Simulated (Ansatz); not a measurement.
Calculated with Ansatz (gas phase, PBE0-D4/def2-TZVP geometries, no zero-point term in ΔE). CBS: MP2 limit from def2 TZ/QZ plus the TZ coupled-cluster correction, frozen cores. Functionals use def2-TZVPP. B3LYP here is the variant with VWN-RPA as its local correlation; programs differ in this. Each species was taken in one conformer, which may not be the lowest.

Consider the formal exchange of groups at the Si–Al bond: `C[SiH2][Al]1[CH2][SiH2]1` + `CC=S` → `C[SiH2]CC=S` + `[CH2]1[AlH][SiH2]1`.

```tsv
level	ΔE (kcal/mol)	difference from CCSD(T)/CBS
PBE-D4	4.6	2.4
r2SCAN-D4	2.6	0.4
PBE0-D4	3.9	1.7
B3LYP-D4	2.0	-0.2
ωB97X-V	1.9	-0.3
ωB97M-V	0.4	-1.8
B2PLYP	2.5	0.3
PBE	5.8	3.6
r2SCAN	2.9	0.7
PBE0	4.9	2.7
B3LYP	3.8	1.6
HF/def2-TZVPP	2.3	0.1
MP2/def2-TZVPP	0.3	-1.9
SCS-MP2/def2-TZVPP	0.9	-1.3
CCSD/def2-TZVPP	2.6	0.4
CCSD(T)/def2-TZVPP	2.7	0.5
HF/def2-QZVPP	2.1	-0.1
MP2/def2-QZVPP	-0.1	-2.3
SCS-MP2/def2-QZVPP	0.6	-1.6
HF/CBS(def2)	2.1	-0.1
MP2/CBS(def2)	-0.2	-2.4
CCSD/CBS(def2)	2.2	0.0
CCSD(T)/CBS	2.2	0
```

Largest T1 diagnostic among the species: 0.016.

The D4 term adds −1.9 kcal/mol with B3LYP and −1.0 kcal/mol with PBE0; it sums over pairs of atoms, weighted by their polarisabilities, and B3LYP, whose exchange is more repulsive, gets the larger term. From PBE to PBE0 (25 % exact exchange), in def2-TZVPP and without D4, ΔE moves by −0.9 kcal/mol.
